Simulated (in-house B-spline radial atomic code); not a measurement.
A fraction x of an electron is removed from 4s in Zr VI (Zr5+), starting from [Ar] 3d10 4s2 4p5 and keeping the highest spin. Level of theory: scalar-relativistic (X2C) TPSS, spin-polarised, spherical fractional occupations, Fermi nucleus of rms radius 4.2694 fm; calculated with an all-electron radial atomic-structure program (B-spline basis).

| x | E(x) - E(0) (eV) | 4s down level (eV) |
| --- | --- | --- |
| 0 | 0.0000 | -112.350 |
| 0.03 | 3.3782 | -112.863 |
| 0.14 | 15.8967 | -114.746 |
| 0.33 | 38.0081 | -118.007 |
| 0.49 | 57.1094 | -120.759 |
| 0.5 | 58.3178 | -120.931 |
| 0.69 | 81.6055 | -124.203 |
| 0.76 | ? | ? |
| 0.89 | ? | ? |
| 1 | 120.9360 | - |

What belongs in the row x = 0.76?

An energy change of 90.3419 eV; 4s down at -125.409 eV.

What belongs in the row x = 0.89?

An energy change of 106.7905 eV; 4s down at -127.648 eV.

Check Janak's theorem between x = 0.03 and 0.14.

The slope of the energy is 113.80 eV; the orbital levels give 113.80 eV (-ε of the emptying orbital, averaged over the two points).
